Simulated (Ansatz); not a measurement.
Ansatz (a first-principles code) input (r2SCAN/def2-TZVPD):

Ansatz 0.2 input:
```yaml
crystal:
  periodic: [false, false, false]
  atoms:
    - {symbol: Si, position_ang: [-0.00000000, -0.00000000, -0.10099473]}
    - {symbol: H, position_ang: [0.00000000, 0.00000000, 1.41392619]}
basis:
  gaussian:
    orbitals: def2-TZVPD
hamiltonian:
  xc: {name: r2SCAN}
total_charge: 1
output: {forces: true}
```

Output:

```
Functional definition: r2SCAN
integrals: 0.01 GiB planned
326 factors; their error is unknown
mean field: 0.09 GiB planned
mean field evaluation 1: about -7881.3711 eV, gradient 1.2e1 eV
mean field evaluation 2: about -7881.7090 eV, gradient 6.7e0 eV
mean field evaluation 4: about -7881.9172 eV, gradient 2.5e-1 eV
mean field evaluation 8: about -7881.9117 eV, gradient 1.9e-3 eV
mean field -7881.91172944 eV, -289.6549135051 hartree, gradient 1.3e-5 eV, S^2 0.000000; 0 other end points of the search recorded, 0 dependent functions left out
the calculation of the forces begins
reference -7881.91173713 eV, -289.6549137880 hartree; 7, 7 occupied and 45, 45 virtual orbitals, 326 factors
Total energy: -7881.91173713 eV, -289.6549137880 hartree
Atom 0 at    -0.000000    -0.000000    -0.100995 Å, force    -0.000000     0.000000    -0.043086 eV/Å
Atom 1 at     0.000000     0.000000     1.413926 Å, force     0.000000    -0.000000     0.043086 eV/Å
Dipole moment:     0.000000    -0.000000     0.052732 e Å
```
